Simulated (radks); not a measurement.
I+, 52 electrons, occupied as [Kr] 4d10 5s2 5p3 4f1 (not the ground configuration). Calculated with a radial shooting solver on a logarithmic mesh with Libxc functionals: scalar-relativistic Kohn-Sham, PBE, spin-polarised, spherical densities, finite nucleus; open shells are filled with parallel spins first (spin-orbit coupling, left out, can overturn this in heavy ions); Fermi nuclear charge, rms radius 4.75 fm.

Local quantities along the radius. ELF = 1/(1 + alpha^2) is the electron localisation function; alpha = (tau - tau_W)/tau_unif compares the Pauli kinetic energy density with that of the uniform gas (summed over spins). tau is taken from the large components.

```
   r/bohr * ELF (the largest magnitude, 0.999, reaches the edge; | marks zero)
 0.001532 |                                                      *
 0.002127 |                                                      *
 0.002929 |                                                      *
 0.004033 |                                                      *
 0.005599 |                                                      *
  0.00771 |                                                      *
  0.01062 |                                                      *
  0.01474 |                                                     *
   0.0203 |                                                *
  0.02795 |                               *
   0.0388 |                 *
  0.05344 |                        *
  0.07359 |                                       *
   0.1022 |                                     *
   0.1407 |                   *
   0.1937 |                         *
    0.269 |                                         *
   0.3704 |                            *
   0.5101 |           *
   0.7081 |                                        *
   0.9751 |                                   *
    1.343 |               *
    1.849 |                              *
    2.567 |                                        *
    3.535 |      *
    4.868 *
    6.758 |*
    9.307 |*
    12.82 *
    17.79 *
```

On this mesh the ELF has minima near r = 0.039, 0.17, 0.51, 1.3 bohr, which separate the shells, and maxima near 0.086 (0.75), 0.27 (0.76), 0.83 (0.76), 2.2 (0.74).
